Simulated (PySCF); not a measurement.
How the method moves the HOMO and LUMO of `[SiH3][SiH2]O[SiH2]P`

Compound: H9OPSi3.
Cartesian coordinates in Å at the PBE0-D3(BJ)/def2-SVP level; atoms count from 1:
```xyz
14
H9OPSi3 angstrom
Si    -2.441    0.170   -0.654
Si    -1.023    0.214    1.216
O      0.249   -0.845    1.003
Si     1.634   -1.002    0.101
P      2.004    0.950   -0.989
H     -3.531    1.182   -0.489
H     -1.662    0.489   -1.890
H     -3.060   -1.183   -0.809
H     -1.754   -0.194    2.451
H     -0.496    1.603    1.416
H      2.747   -1.398    1.012
H      1.452   -2.059   -0.938
H      2.646    1.576    0.123
H      3.228    0.482   -1.560
```

Basis pcSseg-1 throughout (PySCF), one geometry. Geometry: PBE0-D3(BJ)/def2-SVP, one conformer, isolated molecule.

Task: How do the orbital energies, the gap and the dipole change with the method?

Result: 
```csv
method,kind,HOMO (eV),LUMO (eV),gap (eV),μ (D),SCF cycles
BLYP,GGA,-6.32,-1.19,5.13,0.76,14
B97-D,GGA,-6.46,-1.22,5.24,0.80,14
PBE,GGA,-6.49,-1.40,5.09,0.85,15
OPBE,GGA,-6.50,-1.23,5.27,0.89,14
KT2,GGA,-6.55,-1.56,4.99,0.84,15
KT3,GGA,-6.55,-1.39,5.17,0.78,15
LDA,LDA,-6.57,-1.62,4.95,0.93,14
BP86,GGA,-6.60,-1.47,5.13,0.85,14
B3LYP,global hybrid,-7.39,-0.70,6.69,0.78,13
B97-2,global hybrid,-7.40,-0.54,6.86,0.84,12
PBE0,global hybrid,-7.63,-0.56,7.07,0.86,12
mPW1PW91,global hybrid,-7.65,-0.54,7.11,0.85,12
BHandHLYP,global hybrid,-8.61,0.42,9.03,0.78,11
CAM-B3LYP,range-separated hybrid,-8.87,0.55,9.42,0.79,11
wB97X-D,range-separated hybrid,-9.45,1.19,10.63,0.86,13
HF,Hartree–Fock,-10.19,2.74,12.92,0.78,10
LC-wPBE,range-separated hybrid,-10.22,1.63,11.85,0.89,12
```

The HOMO spans 3.90 eV, from BLYP down to LC-wPBE, and the gap runs from 4.95 eV (LDA) to 12.92 eV (HF). Over the methods BLYP (0 %), B97-D (0 %), PBE (0 %), OPBE (0 %), KT2 (0 %), KT3 (0 %), LDA (0 %), BP86 (0 %), B3LYP (20 %), B97-2 (21 %), PBE0 (25 %), mPW1PW91 (25 %), BHandHLYP (50 %), HF (100 %), a straight line through the gap against the share of exact exchange rises by 0.78 eV for each 10 % (correlation coefficient 0.999). The dipole ranges from 0.76 D (BLYP) to 0.93 D (LDA). This basis has no diffuse functions.

The vertical ΔSCF ionisation energy at wB97X-D/def2-SVPD is 9.61 eV; −ε(HOMO) comes closest to it with wB97X-D (9.45 eV).
